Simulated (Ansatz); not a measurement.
Basis-set extrapolation for C$_{2}$H$_{3}$Cl$_{3}$OSi$_{2}$, SMILES `O[SiH](Cl)C#C[SiH](Cl)Cl` (PBE0-D4/def2-TZVP geometry, frozen core, Ansatz 0.2.0). Multiplicity 1, RHF reference.

```tsv
	def2-TZVPP	def2-QZVPP
HF	-2109.029001	-2109.091930
MP2 correlation	-1.322635	-1.439662
CCSD(T) correlation	-1.450537	not run
```

Energies in hartree. Use E(X) = E(∞) + A·exp(−7.88·√X) for Hartree–Fock and E(X) = E(∞) + B·X^(−2.97) for correlation, with X = 3 and 4, and add CCSD(T) minus MP2 of the smaller set to the MP2 limit.

Task: What is the CCSD(T) energy at the basis-set limit?

Result: HF limit: -2109.091930 + (-0.062929) × 0.13774 = -2109.10060. MP2 limit: -1.439662 + (-0.117027) × 0.74074 = -1.52635. Higher-order term: -1.450537 − (-1.322635) = -0.12790. Total: -2110.75485 hartree, 722.8 kJ/mol below CCSD(T)/def2-TZVPP.
